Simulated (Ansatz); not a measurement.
Steps of a relaxation of `BC1=NC([SiH3])C1` with RKS PBE-D4/def2-SVP.

```sh
$ ansatz run in.yaml --threads 4 --pin off --events-out ev --progress --plain --max-ram 10444MiB
```

```yaml
crystal:
  periodic: [false, false, false]
  atoms:
    - {symbol: B, position_ang: [-2.015000, -0.466100, 1.759800]}
    - {symbol: C, position_ang: [-0.943900, 0.094200, 0.794500]}
    - {symbol: N, position_ang: [-0.963000, 0.786500, -0.364500]}
    - {symbol: C, position_ang: [0.576500, 0.759700, -0.401100]}
    - {symbol: Si, position_ang: [1.106900, -0.171200, -1.948000]}
    - {symbol: C, position_ang: [0.562400, 0.023200, 0.799600]}
    - {symbol: H, position_ang: [-3.170600, -0.206500, 1.499000]}
    - {symbol: H, position_ang: [-1.740100, -1.009700, 2.714500]}
    - {symbol: H, position_ang: [0.936000, 1.789100, -0.263900]}
    - {symbol: H, position_ang: [0.784700, 0.628000, -3.103700]}
    - {symbol: H, position_ang: [2.550100, -0.353700, -1.822500]}
    - {symbol: H, position_ang: [0.462000, -1.466500, -1.999100]}
    - {symbol: H, position_ang: [0.956000, 0.597600, 1.635600]}
    - {symbol: H, position_ang: [0.884800, -1.033900, 0.728600]}
basis:
  gaussian: {orbitals: def2-SVP}
hamiltonian: {xc: pbe, dispersion: d4}
relax: {f_tol: 0.03, max_steps: 200}
```

Positions (Å) and forces (eV/Å) along the path, 9 of 10 steps:

```xyz
14
step=1 energy=-13264.3428 eV
B    -2.015   -0.466    1.760   -1.047    1.668   -2.228
C    -0.944    0.094    0.794    1.232    0.192   -1.077
N    -0.963    0.786   -0.364   -0.268    0.016    0.355
C     0.577    0.760   -0.401   -2.238    1.881   -3.119
Si    1.107   -0.171   -1.948    0.313    0.734    0.429
C     0.562    0.023    0.800   -0.351   -2.664    4.031
H    -3.171   -0.206    1.499   -0.142   -0.126    0.047
H    -1.740   -1.010    2.715    0.661   -1.181    1.819
H     0.936    1.789   -0.264    0.361    0.371   -0.587
H     0.785    0.628   -3.104   -0.221    0.536   -1.033
H     2.550   -0.354   -1.823    0.890   -0.185   -0.076
H     0.462   -1.466   -1.999   -0.534   -0.898    0.064
H     0.956    0.598    1.636    0.781   -0.279    0.864
H     0.885   -1.034    0.729    0.564   -0.065    0.512
14
step=2 energy=-13265.0496 eV
B    -2.060   -0.389    1.757   -0.313   -0.321   -0.913
C    -0.921    0.081    0.814    0.253    0.751   -0.234
N    -0.976    0.792   -0.323    0.458   -0.512    0.533
C     0.543    0.751   -0.404   -1.053    1.107   -1.109
Si    1.109   -0.139   -1.981    0.123   -0.001    0.142
C     0.590    0.014    0.892   -0.181   -1.149    1.157
H    -3.224   -0.190    1.458    0.070    0.199    0.125
H    -1.791   -1.112    2.676    0.098   -0.017    0.449
H     0.926    1.794   -0.368    0.162    0.011   -0.186
H     0.771    0.632   -3.202   -0.094    0.185   -0.247
H     2.586   -0.357   -1.913    0.207   -0.006   -0.012
H     0.428   -1.459   -1.988   -0.137   -0.302   -0.050
H     1.022    0.584    1.733    0.202   -0.093    0.209
H     0.982   -1.029    0.877    0.205    0.147    0.135
14
step=3 energy=-13265.1311 eV
B    -2.097   -0.490    1.660    0.163    0.777    0.814
C    -0.899    0.106    0.850   -0.352   -0.544   -0.233
N    -0.971    0.787   -0.290    0.466   -0.170    0.243
C     0.523    0.772   -0.406   -0.261    0.469   -0.115
Si    1.097   -0.139   -1.984   -0.001   -0.171   -0.097
C     0.614    0.011    0.941    0.002   -0.051    0.155
H    -3.251   -0.136    1.433    0.281   -0.305   -0.184
H    -1.837   -1.103    2.707   -0.173   -0.058   -0.556
H     0.930    1.814   -0.431    0.029   -0.165    0.007
H     0.736    0.637   -3.223    0.000   -0.020    0.087
H     2.594   -0.347   -1.943   -0.102    0.052    0.027
H     0.414   -1.484   -2.000    0.061    0.064   -0.023
H     1.084    0.561    1.786   -0.027    0.021   -0.086
H     1.049   -1.017    0.929   -0.088    0.101   -0.038
14
step=4 energy=-13265.1622 eV
B    -2.091   -0.426    1.662    0.179   -0.177   -0.384
C    -0.886    0.080    0.831    0.101    0.511    0.070
N    -0.906    0.833   -0.270   -0.677   -0.036    0.271
C     0.542    0.804   -0.379    0.640   -0.373    0.184
Si    1.033   -0.160   -1.965    0.166    0.042    0.091
C     0.626    0.018    0.965    0.169   -0.286   -0.208
H    -3.214   -0.211    1.284   -0.204    0.134   -0.023
H    -1.886   -1.100    2.643    0.002   -0.027    0.244
H     1.083    1.775   -0.413   -0.239    0.201   -0.112
H     0.550    0.593   -3.166   -0.004    0.000   -0.076
H     2.536   -0.255   -1.976   -0.007   -0.031   -0.076
H     0.440   -1.543   -1.929   -0.011    0.058    0.034
H     1.089    0.560    1.820   -0.147    0.007   -0.077
H     1.073   -0.999    0.923    0.032   -0.024    0.061
14
step=5 energy=-13265.1769 eV
B    -2.109   -0.386    1.732    0.193   -0.023   -0.199
C    -0.902    0.081    0.866   -0.011   -0.252   -0.277
N    -0.948    0.748   -0.283   -0.598    0.161    0.275
C     0.508    0.757   -0.401    0.198   -0.356   -0.382
Si    1.120   -0.125   -1.993   -0.094   -0.025    0.079
C     0.614   -0.051    0.924    0.035    0.389    0.296
H    -3.243   -0.096    1.411    0.025    0.050   -0.015
H    -1.896   -1.058    2.721   -0.038    0.001    0.074
H     0.886    1.802   -0.442    0.190    0.020    0.171
H     0.663    0.601   -3.225    0.019    0.020    0.010
H     2.624   -0.198   -1.959   -0.015    0.003   -0.017
H     0.541   -1.511   -1.971    0.035   -0.049   -0.047
H     1.099    0.488    1.760    0.096    0.002    0.109
H     1.029   -1.082    0.887   -0.036    0.059   -0.078
14
step=6 energy=-13265.2010 eV
B    -2.111   -0.403    1.731    0.160   -0.012   -0.123
C    -0.883    0.049    0.895    0.007    0.058   -0.345
N    -0.967    0.731   -0.243   -0.013    0.105    0.059
C     0.508    0.752   -0.400   -0.112   -0.253   -0.059
Si    1.103   -0.130   -2.001   -0.164    0.001    0.129
C     0.634   -0.037    0.940    0.066    0.235    0.112
H    -3.213   -0.088    1.331   -0.015   -0.004    0.037
H    -1.963   -1.052    2.745   -0.039   -0.024    0.083
H     0.906    1.792   -0.431    0.010   -0.034    0.088
H     0.651    0.616   -3.224    0.003    0.009    0.019
H     2.605   -0.208   -1.981    0.026    0.006    0.003
H     0.523   -1.517   -1.999    0.030   -0.016   -0.030
H     1.121    0.522    1.766    0.019   -0.040    0.039
H     1.071   -1.056    0.899    0.023   -0.030   -0.010
14
step=7 energy=-13265.2117 eV
B    -2.100   -0.416    1.704    0.071    0.032   -0.037
C    -0.879    0.062    0.873   -0.079    0.006    0.008
N    -0.953    0.767   -0.249   -0.014   -0.035    0.041
C     0.517    0.759   -0.394    0.053   -0.016   -0.055
Si    1.081   -0.143   -1.989   -0.001    0.050    0.036
C     0.636   -0.020    0.948   -0.027   -0.007   -0.011
H    -3.210   -0.113    1.321   -0.020   -0.006    0.000
H    -1.946   -1.066    2.720   -0.006   -0.021    0.020
H     0.940    1.790   -0.421    0.032   -0.005   -0.008
H     0.626    0.614   -3.203   -0.010   -0.004   -0.002
H     2.583   -0.226   -1.982    0.009   -0.004   -0.006
H     0.505   -1.532   -1.996   -0.009    0.002    0.014
H     1.110    0.534    1.785   -0.009    0.006   -0.006
H     1.076   -1.040    0.912    0.009    0.000    0.006
14
step=9 energy=-13265.2127 eV
B    -2.098   -0.418    1.695    0.000   -0.003   -0.012
C    -0.880    0.067    0.868    0.008    0.004    0.022
N    -0.946    0.776   -0.250   -0.019    0.014   -0.009
C     0.526    0.763   -0.391    0.025    0.001    0.002
Si    1.077   -0.142   -1.985    0.002   -0.005   -0.001
C     0.635   -0.017    0.951    0.001   -0.033   -0.005
H    -3.212   -0.125    1.313   -0.004    0.003   -0.001
H    -1.943   -1.074    2.708    0.003   -0.002    0.002
H     0.963    1.787   -0.419   -0.007    0.009   -0.002
H     0.607    0.608   -3.198   -0.004    0.000   -0.001
H     2.580   -0.228   -1.998   -0.003    0.001    0.000
H     0.497   -1.529   -1.975    0.001    0.000    0.001
H     1.103    0.539    1.790   -0.006    0.007   -0.002
H     1.077   -1.037    0.920    0.003    0.005    0.006
14
step=10 energy=-13265.2129 eV
B    -2.098   -0.419    1.690   -0.017   -0.009    0.009
C    -0.878    0.070    0.868    0.019    0.006    0.000
N    -0.942    0.782   -0.249    0.007    0.004   -0.004
C     0.531    0.764   -0.390   -0.017    0.015    0.014
Si    1.075   -0.143   -1.984    0.004   -0.008   -0.010
C     0.636   -0.017    0.953    0.002   -0.017   -0.003
H    -3.213   -0.124    1.309    0.008    0.001    0.000
H    -1.944   -1.081    2.700   -0.001    0.004   -0.008
H     0.969    1.788   -0.418   -0.003   -0.004   -0.001
H     0.594    0.603   -3.194    0.001   -0.002    0.002
H     2.578   -0.227   -2.005   -0.004    0.001   -0.002
H     0.497   -1.531   -1.967    0.002    0.002    0.001
H     1.101    0.541    1.792   -0.002    0.004    0.000
H     1.079   -1.036    0.925    0.001    0.004    0.003
```

Run time 19 s (4 threads of an Arm Neoverse V1 on a shared host); peak host memory 0.18 GiB.
